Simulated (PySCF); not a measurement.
## Relaxation of doublet FIrN

Computed with UPBE0 in PySCF with Ir def2-TZVP with ECP60, N def2-TZVP, F def2-TZVP; scalar-relativistic core potentials, no spin–orbit coupling; density-fitted integrals. A (50,194) grid was used.

A hand-made bent start, of Cs symmetry, held to at least that symmetry:

```xyz
3
charge 0 multiplicity 2, angstrom
Ir   -0.0393    0.0000   -0.1519
N    -1.4728    0.0000    0.8519
F     1.4843    0.0000    0.9150
```

Optimiser trace:
| step | E − E(last) (kJ/mol) | largest gradient (Eh/bohr) |
| --- | --- | --- |
| 0 | 118.96 | 0.10207 |
| 1 | 46.51 | 0.04987 |
| 2 | 21.76 | 0.03121 |
| 3 | 11.29 | 0.03493 |
| 4 | 4.85 | 0.01147 |
| 5 | 2.20 | 0.00880 |
| 6 | 0.89 | 0.00401 |
| 7 | 0.37 | 0.00610 |
| 8 | 0.14 | 0.00415 |
| 9 | 0.05 | 0.00465 |
| 10 | 0.02 | 0.00041 |
| 11 | 0.01 | 0.00048 |
| 12 | 0.00 | 0.00089 |
| 13 | 0.00 | 0.00018 |

It ends at C∞v with Ir–F 1.889 Å, Ir–N 1.612 Å; F–Ir–N 180.0°. The frequency run here used a shortcut that can spoil soft modes, so no verdict on minimum or saddle point is given. Other isomers or separated fragments may lie lower.

Open d and f shells are described by one determinant, and the ground state may have another occupation or spin. Spin–orbit coupling, left out here, can matter for elements this heavy.

The relaxation took roughly 90 core-seconds on a shared host.
